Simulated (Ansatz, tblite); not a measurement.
Spin states of the cluster K2S⁺, each relaxed with PBE-D4/def2-TZVP in Ansatz. Electronic energies in the gas phase.

The 6-31G sets use Cartesian d functions. The xTB rows come from tblite. HSE06 is defined as in plane-wave codes, on full-range PBE exchange. Correlated methods freeze 15 core orbitals; core or outer-core shells of K are correlated, in sets that lack core-valence functions. The structure comes from a short search, and lower isomers may exist.

Doublet geometry (D∞h within 0.1 Å):

Cartesian coordinates in Å:
```
K 2.711 -1.170 -0.218
K -2.708 1.176 0.221
S -0.003 -0.006 -0.003
```

Quartet geometry (D∞h within 0.1 Å):

```xyz
3

K     2.207   -2.664   -1.747
K    -2.209    2.664    1.744
S     0.002    0.000    0.003
```

⟨S²⟩: doublet 0.75 at PBE0-D4/def2-TZVP (pure 0.75), quartet 3.76 at PBE0-D4/def2-TZVP (pure 3.75).

Run but left out: HF/def2-TZVPP, MP2/def2-TZVPP, CCSD/def2-TZVPP, CCSD(T)/def2-TZVPP (flagged by the program: other roots); LDA (SPW92)/def2-TZVP (doublet: an occupied level 0.03 eV above an empty one).

Only these spin states were relaxed. The quartet has other bonds than the doublet, so the gap mixes isomer and spin.

Q: Estimate which spin state lies lowest at each of these levels, and by how much: GFN1-xTB; GFN2-xTB; HF/6-31G; PBE-D4/def2-TZVP; r2SCAN-D4/def2-TZVP; HSE06-D4/def2-TZVP; BHLYP-D4/def2-TZVP; MP2/def2-TZVP.

A: 
| level | quartet − doublet (kcal/mol) | lowest of these |
| --- | --- | --- |
| GFN1-xTB | 127.1 | doublet |
| GFN2-xTB | 58.1 | doublet |
| HF/6-31G | 73.2 | doublet |
| PBE-D4/def2-TZVP | 82.5 | doublet |
| r2SCAN-D4/def2-TZVP | 92.1 | doublet |
| HSE06-D4/def2-TZVP | 84.6 | doublet |
| BHLYP-D4/def2-TZVP | 84.2 | doublet |
| MP2/def2-TZVP | 91.1 | doublet |

The xTB methods have no spin-polarisation term.
